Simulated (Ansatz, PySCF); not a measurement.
Al(Me)3 (C₃H₉Al), SMILES [CH3][Al]([CH3])[CH3]. Atoms are numbered in the order given.

```xyz
13

Al    -0.0007     0.0004     0.0005
C     -1.3568    -1.4127    -0.1761
H     -1.4229    -1.7661    -1.2216
H     -2.3624    -1.0279     0.0744
H     -1.1684    -2.2923     0.4611
C     -0.1657     1.6574    -1.0454
H      0.7249     1.8124    -1.6819
H     -0.2160     2.5393    -0.3806
H     -1.0519     1.6837    -1.7005
C      1.5212    -0.2442     1.2215
H      2.2151     0.6120     1.2446
H      2.1066    -1.1407     0.9462
H      1.1728    -0.4198     2.2559
```

Coordinates come from a B3LYP-D3(BJ)/def2-SVP optimisation. The isomer is the one that the SMILES or the coordinates give; other isomers of the formula were not compared.

Two levels are set side by side: PBE-D3(BJ)/def2-SVP (Ansatz, a program for electronic structure) and B3LYP-D3(BJ)/def2-SVP (Ansatz). Each level has its own optimised geometry; the coordinates shown are those of the second. Frequencies come from the Hessian of PySCF at each geometry. Differences are taken from unrounded values.

| quantity | B3LYP-D3(BJ) | PBE-D3(BJ) | PBE-D3(BJ) minus B3LYP-D3(BJ) |
|---|---|---|---|
| mean bond length (Å) | 1.320 | 1.327 | 0.007 |
| bond Al1–C2 (Å) | 1.966 | 1.973 | 0.007 |
| bond Al1–C6 (Å) | 1.966 | 1.973 | 0.007 |
| bond Al1–C10 (Å) | 1.966 | 1.973 | 0.007 |
| bond C2–H3 (Å) | 1.106 | 1.113 | 0.007 |
| bond C2–H4 (Å) | 1.106 | 1.112 | 0.007 |
| bond C2–H5 (Å) | 1.102 | 1.109 | 0.007 |
| bond C6–H7 (Å) | 1.106 | 1.112 | 0.007 |
| bond C6–H8 (Å) | 1.106 | 1.113 | 0.007 |
| bond C6–H9 (Å) | 1.102 | 1.109 | 0.007 |
| bond C10–H11 (Å) | 1.102 | 1.109 | 0.007 |
| bond C10–H12 (Å) | 1.106 | 1.113 | 0.007 |
| bond C10–H13 (Å) | 1.106 | 1.112 | 0.007 |
| highest harmonic wavenumber (cm⁻¹) | 3107 | 3065 | -42 |
| mean harmonic wavenumber (cm⁻¹) | 1396 | 1364 | -32 |
| zero-point energy (kcal/mol) | 65.86 | 64.33 | -1.53 |

Exact exchange shortens and stiffens bonds; PBE has none. Differences between two approximate levels are no errors against the true value.
